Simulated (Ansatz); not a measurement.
`FC(F)(F)C(Cl)Cl`. Total charge 0; spin multiplicity 1. Geometry: relaxed with PBE0-D4/def2-TZVP.

```xyz
8

F    -0.424   -1.725    0.120
C    -0.629   -0.413    0.228
F    -1.706   -0.109   -0.496
F    -0.880   -0.128    1.497
C     0.587    0.347   -0.313
Cl    2.032   -0.111    0.576
Cl    0.295    2.078   -0.258
H     0.726    0.061   -1.354
```

Question: What is the dipole moment at ωB97M-V/def2-TZVPP? (Estimate.)

Answer: Computed: 1.31 D, with components (0.62, 0.05, -1.16) D in this frame, pointing from negative to positive charge.

Question: And with PBE, r2SCAN, B3LYP? (An estimate is asked.)

Answer: Computed: PBE 1.20 D, r2SCAN 1.26 D, B3LYP 1.31 D.

Question: Give the Mulliken charges with ωB97M-V, r2SCAN, B3LYP in def2-TZVPP. (Estimate.)

Answer: The calculation gave: 
```json
{"atom": "F1", "ωB97M-V": "-0.15", "r2SCAN": "-0.16", "B3LYP": "-0.16"}
{"atom": "C2", "ωB97M-V": "0.44", "r2SCAN": "0.47", "B3LYP": "0.49"}
{"atom": "F3", "ωB97M-V": "-0.15", "r2SCAN": "-0.16", "B3LYP": "-0.16"}
{"atom": "F4", "ωB97M-V": "-0.15", "r2SCAN": "-0.15", "B3LYP": "-0.16"}
{"atom": "C5", "ωB97M-V": "-0.09", "r2SCAN": "0.08", "B3LYP": "0.00"}
{"atom": "Cl6", "ωB97M-V": "-0.03", "r2SCAN": "-0.08", "B3LYP": "-0.07"}
{"atom": "Cl7", "ωB97M-V": "-0.03", "r2SCAN": "-0.08", "B3LYP": "-0.07"}
{"atom": "H8", "ωB97M-V": "0.17", "r2SCAN": "0.10", "B3LYP": "0.15"}
```

B3LYP here is the variant with VWN-RPA as its local correlation; programs differ in this.
